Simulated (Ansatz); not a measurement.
Gas-phase electronic energies from Ansatz, PBE0-D4/def2-TZVP geometries. CCSD(T)/CBS adds triple-zeta CCSD(T) − MP2 to the extrapolated MP2 energy (def2 sets, frozen cores). This one scheme is used for every species. For Ga outer-core shells are correlated without core-valence functions, which leaves a few kJ/mol of doubt a bond. Scalar relativity is left out up to krypton.

`[SiH3][GaH][Cl]` + HCl → `[Cl][GaH][Cl]` + SiH₄  (cleavage of the Ga–Si bond)

`[SiH3][GaH][Cl]`:

Cartesian coordinates in Å:
```
Si 0.747 -0.652 -0.466
Ga -0.904 0.591 0.763
Cl -1.495 2.433 -0.199
H 1.964 0.187 -0.632
H 0.206 -0.983 -1.812
H 1.121 -1.913 0.227
H -1.639 0.336 2.120
```

HCl:

```xyz
2

Cl    0.614    0.161   -0.080
H    -0.614   -0.161    0.080
```

`[Cl][GaH][Cl]`:

```xyz
4

Cl    2.024   -0.043   -0.209
Ga   -0.102   -0.083   -0.129
Cl   -0.962    0.903    1.549
H    -0.960   -0.777   -1.211
```

SiH₄:

```xyz
5

Si    0.000    0.000    0.000
H    -1.171   -0.584    0.702
H     0.201   -0.700   -1.294
H     1.212   -0.160    0.842
H    -0.242    1.443   -0.251
```

| species | CCSD(T)/CBS(def2) energy (Eh) |
| --- | --- |
| `[SiH3][GaH][Cl]` | -2675.24391 |
| HCl | -460.38127 |
| `[Cl][GaH][Cl]` | -2844.19972 |
| SiH₄ | -291.46306 |

**Question.** Work out ΔE.

**Answer.** ΔE = (-2844.19972) + (-291.46306) − (-2675.24391) − (-460.38127) = -0.03760 Eh = -98.7 kJ/mol.

**Question.** What do rigid-rotor, harmonic-oscillator terms from PBE0-D4/def2-TZVP frequencies (298.15 K, 1 bar) make of the CCSD(T)/CBS value? (Estimate.)

**Answer.** The calculation gave: ΔZPE = +3.2 kJ/mol, ΔH = -98.3 kJ/mol, ΔS = -27 J/(mol·K), ΔG = -90.2 kJ/mol. Modes under 50 cm⁻¹ make the entropy rough.

Largest T1 diagnostic among the species: 0.013.

From BLYP to BHLYP (50 % exact exchange), in def2-TZVPP and without D4, ΔE moves by −13.3 kJ/mol. In def2-TZVPP, CCSD(T) changes the Hartree–Fock value by +24.3 kJ/mol (the triples alone add +1.4 kJ/mol) and MP2 by +17.2 kJ/mol. At CCSD(T), def2-SVP lies −13.8 kJ/mol from the extrapolated value and def2-TZVPP −2.3 kJ/mol.
